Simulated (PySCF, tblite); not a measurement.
`C=C(C)P(C)CCCO`. The geometry is computed with GFN2-xTB (gas phase).

```
atom  x, y, z in Å
C1    -2.8048   -0.6651   -1.0803
C2    -2.0867   -0.1927   -0.0710
C3    -2.6841    0.7064    0.9714
P4    -0.3675   -0.7130    0.3271
C5     0.0924   -1.6835   -1.1763
C6     0.5072    0.8864   -0.1251
C7     1.7674    1.0996    0.7110
C8     2.7638   -0.0492    0.5644
O9     3.1555   -0.2802   -0.7681
H10   -3.8355   -0.3736   -1.2164
H11   -2.4164   -1.3545   -1.8088
H12   -2.8029    0.1492    1.9010
H13   -3.6585    1.0772    0.6599
H14   -2.0358    1.5559    1.1837
H15   -0.1977   -1.1647   -2.0887
H16    1.1728   -1.8162   -1.1708
H17   -0.3826   -2.6621   -1.1361
H18   -0.1718    1.7253    0.0384
H19    0.7603    0.8539   -1.1871
H20    1.5008    1.1808    1.7663
H21    2.2469    2.0380    0.4104
H22    2.2984   -0.9796    0.9022
H23    3.6454    0.1451    1.1937
H24    3.5216    0.5364   -1.1261
```

(1) Where is the centre of mass (commonest isotopes), and what is the radius of gyration?

(2) Give the dihedral angles H18–C6–C7–H20, C1–C2–P4–C5, H18–C6–C7–H21, H23–C8–O9–H24.

(3) How far apart are these pairs, which share no bond: P4···C8, C6···H12, O9···H23, H11···H24, H13···H18?

(4) What are the angles C2–C1–H11, C1–C2–C3, H12–C3–H14, H12–C3–H13, P4–C6–H19, C8–C7–H20?

(5) What is the repulsion energy of the bare nuclei, Σ ZA·ZB/RAB?

(6) Write the matrix of distances between heavy atoms (Å, lower triangle).

Results:

(1) Mass 146.086 u; centre at (0.064, -0.167, -0.043) Å; Rg = √(Σ m r²/M) = 2.364 Å. As Ia + Ib + Ic = 2 Σ m r², the three principal moments sum to 1632.4 u·Å².

(2) H18–C6–C7–H20 59° (synclinal); C1–C2–P4–C5 11° (synperiplanar); H18–C6–C7–H21 -60° (synclinal); H23–C8–O9–H24 -67° (synclinal). Dihedral signs follow IUPAC: positive where, seen along the central bond, the front bond turns clockwise onto the rear one.

(3) P4···C8 3.210 Å (3 bonds apart); C6···H12 3.950 Å (4 bonds apart); O9···H23 2.066 Å (2 bonds apart); H11···H24 6.269 Å (8 bonds apart); H13···H18 3.600 Å (5 bonds apart).

(4) From the scalar product of the two bond vectors; for C2–C1–H11 it is -0.7820 Å² over 1.3257 × 1.0756 Å², cos θ = -0.5485. C2–C1–H11 123.3°; C1–C2–C3 121.8°; H12–C3–H14 107.3°; H12–C3–H13 108.7°; P4–C6–H19 108.5°; C8–C7–H20 107.9°.

(5) 559.56 Eh over 276 pairs, with full nuclear charges and distances in bohr; the largest single term is 25.89 Eh (C2 with P4).

(6) 
```
C1    0.000
C2    1.326  0.000
C3    2.471  1.501  0.000
P4    2.815  1.840  2.792  0.000
C5    3.072  2.862  4.247  1.848  0.000
C6    3.780  2.810  3.379  1.878  2.807  0.000
C7    5.218  4.140  4.476  2.827  3.757  1.527  0.000
C8    5.839  4.894  5.515  3.210  3.583  2.538  1.528  0.000
O9    5.981  5.289  6.173  3.715  3.394  2.964  2.453  1.408  0.000
```

Its GFN2-xTB frequencies are all real (lowest 29 cm⁻¹). One conformer, not necessarily the lowest.
